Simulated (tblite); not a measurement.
A tight-binding relaxation on `F[C@@H]1C[Se][C@]12C=CC2`.

Computed with GFN2-xTB geometry optimisation, gas phase (tblite 0.8.0). Start geometry: from a force field or distance geometry. The command runs a driver script over a list of jobs; the input below is this job's line of settings and its coordinates in Å.

Command:
```bash
OMP_NUM_THREADS=1 python probes_run.py task.json out
```

Input:
```
{"job": {"kind": "relax", "xc": "GFN2-xTB", "basis": "xTB"}, "charge": 0, "multiplicity": 1}
F      1.141500     1.884600     0.710300
C      0.973000     0.523300     0.613400
C      1.991600    -0.135400    -0.284600
Se     0.925800     0.127700    -1.884800
C     -0.145400     0.132500    -0.273900
C     -1.350500     0.966300    -0.283900
C     -2.079300    -0.095400     0.014400
C     -0.941600    -1.055500     0.055900
H      0.994100     0.010700     1.621000
H      2.941500     0.413800    -0.300200
H      2.144400    -1.186900     0.019700
H     -1.623300     1.996300    -0.439600
H     -3.155300    -0.258200     0.199900
H     -1.047400    -1.764400    -0.818800
H     -0.773500    -1.551300     1.029400
```

Output:
```
step      E/eV     max force
  0    -659.14806    2.741
  1    -659.45317    1.737
  2    -659.57120    1.263
  3    -659.66499    0.910
  4    -659.72363    0.582
  5    -659.75535    0.355
  6    -659.76520    0.321
  7    -659.77388    0.244
  8    -659.77919    0.182
  9    -659.78347    0.125
... (77 lines left out)
 87    -659.90991    0.017
 88    -659.90994    0.016
 89    -659.90997    0.014
 90    -659.91000    0.014
 91    -659.91003    0.015
 92    -659.91007    0.016
 93    -659.91011    0.014
 94    -659.91014    0.013
 95    -659.91016    0.012
 96    -659.91017    0.008
```

«max force» is the largest atomic force in eV/Å.

Task: From which step on does the largest force stay under 0.1 eV/Å, and how much energy is left to gain from there?

Result: From step 73 (0.097 eV/Å), 3.0 meV above the end.

Main results: energy lowered by 17.6 kcal/mol over 96 steps; largest atomic force 0.008 eV/Å at the end.

Task: Give the final coordinates.

Result: 0.764 Å rms from the input after alignment:
```
atom  x, y, z in Å
F1     0.9268    1.1327    1.5416
C2     1.0696    0.0724    0.6789
C3     2.1403    0.2873   -0.3800
Se4    1.0785   -0.6778   -1.7424
C5    -0.1403   -0.1601   -0.2216
C6    -1.1435    0.9199   -0.4573
C7    -2.1696    0.1581   -0.0809
C8    -1.3273   -1.0592    0.1895
H9     1.2724   -0.8074    1.3009
H10    2.2314    1.3369   -0.6563
H11    3.1173   -0.1421   -0.1715
H12   -1.0284    1.9346   -0.7881
H13   -3.2259    0.3220    0.0224
H14   -1.4990   -1.9032   -0.4790
H15   -1.3068   -1.4062    1.2220
```

Task: Estimate the wall time. Hardware: one thread of an Intel Xeon at 2.50 GHz, shared host with 64 logical CPUs at a one-minute load of 48.

Result: About 2.1 s.
Labels such as C1 count atoms from 1, the log's own numbers from 0.
